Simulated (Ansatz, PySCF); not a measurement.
O3S, SMILES O=S(=O)=O. Atoms are numbered in the order given.

```xyz
4

O      1.4266     0.0000     0.0000
S      0.0000     0.0000     0.0000
O     -0.7133    -1.2355     0.0000
O     -0.7133     1.2355     0.0000
```

Geometry optimised at B3LYP-D3(BJ)/def2-TZVP.

Two levels are set side by side: PBE-D3(BJ)/def2-TZVP (Ansatz, a quantum-chemistry and plane-wave program) and B3LYP-D3(BJ)/def2-TZVP (Ansatz). Each level has its own optimised geometry; the coordinates shown are those of the second. Frequencies come from the Hessian of PySCF at each geometry. Differences are taken from unrounded values.

| quantity | B3LYP-D3(BJ) |
|---|---|
| mean bond length (Å) | 1.427 |
| bond O1–S2 (Å) | 1.427 |
| bond S2–O3 (Å) | 1.427 |
| bond S2–O4 (Å) | 1.427 |
| highest harmonic wavenumber (cm⁻¹) | 1400 |
| mean harmonic wavenumber (cm⁻¹) | 902 |
| zero-point energy (kcal/mol) | 7.74 |

**Question.** What does PBE-D3(BJ) give, and how far is it from B3LYP-D3(BJ)? (An estimate is asked for; the answer gives what the named calculation found.)

**Answer.** 
```tsv
quantity	PBE-D3(BJ)	PBE-D3(BJ) minus B3LYP-D3(BJ)
mean bond length (Å)	1.444	0.018
bond O1–S2 (Å)	1.444	0.018
bond S2–O3 (Å)	1.444	0.018
bond S2–O4 (Å)	1.444	0.018
highest harmonic wavenumber (cm⁻¹)	1345	-54
mean harmonic wavenumber (cm⁻¹)	862	-40
zero-point energy (kcal/mol)	7.39	-0.35
```

GGA bonds tend to be longer and softer than those of functionals with exact exchange. Differences between two approximate levels are no errors against the true value.
